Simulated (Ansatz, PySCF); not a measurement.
This Ansatz (a quantum-chemistry and plane-wave program) input computes a BLYP/def2-TZVPD energy:

Ansatz 0.2 input:
```yaml
crystal:
  periodic: [false, false, false]
  atoms:
    - {symbol: C, position_ang: [-1.26894801, -0.55645310, -0.50326195]}
    - {symbol: N, position_ang: [-0.17747597, 0.04042070, 0.26364178]}
    - {symbol: C, position_ang: [-0.45784725, 0.44024241, 1.62918783]}
    - {symbol: C, position_ang: [1.03380072, 0.21401524, -0.26604493]}
    - {symbol: O, position_ang: [1.45198684, -0.04756467, -1.35713872]}
    - {symbol: H, position_ang: [-2.10314267, 0.14490855, -0.58313701]}
    - {symbol: H, position_ang: [-0.90504978, -0.79998819, -1.49766394]}
    - {symbol: H, position_ang: [-1.62272812, -1.46657741, -0.01266813]}
    - {symbol: H, position_ang: [0.44352679, 0.86342584, 2.06553232]}
    - {symbol: H, position_ang: [-0.77415654, -0.42037297, 2.22505646]}
    - {symbol: H, position_ang: [-1.25404531, 1.18934936, 1.65521192]}
basis:
  gaussian:
    orbitals: def2-TZVPD
hamiltonian:
  xc: {name: BLYP}
magnetization: {spin_polarized: true, initial_magnetization: 1}
output: {forces: true}
```

### Question
Write an input for the same energy in PySCF and say what it gives.

### Answer

```python
from pyscf import gto, scf, dft

mol = gto.M(
    atom='''
    C    -1.26894801   -0.55645310   -0.50326195
    N    -0.17747597    0.04042070    0.26364178
    C    -0.45784725    0.44024241    1.62918783
    C     1.03380072    0.21401524   -0.26604493
    O     1.45198684   -0.04756467   -1.35713872
    H    -2.10314267    0.14490855   -0.58313701
    H    -0.90504978   -0.79998819   -1.49766394
    H    -1.62272812   -1.46657741   -0.01266813
    H     0.44352679    0.86342584    2.06553232
    H    -0.77415654   -0.42037297    2.22505646
    H    -1.25404531    1.18934936    1.65521192
    ''',
    basis='def2-tzvpd',
    charge=0,
    spin=1,
    verbose=4,
)

mf = dft.UKS(mol, xc='blyp').density_fit(auxbasis='def2-universal-jkfit')
mf.grids.level = 3
mf.conv_tol = 1e-9
mf.max_cycle = 100
mf.max_memory = 1500
mf.kernel()
if not mf.converged:
    mf = mf.newton()
    mf.kernel(mf.make_rdm1())
for _ in range(2):
    mo, _, stable, _ = mf.stability(return_status=True)
    if stable:
        break
    mf.kernel(mf.make_rdm1(mo, mf.mo_occ))
mf.analyze()
```
It gives -247.87385 Eh, and Ansatz -247.87369 Eh, a difference of 0.16 mEh, from the treatment of integrals and grids.

It need not be the lowest isomer of its formula.
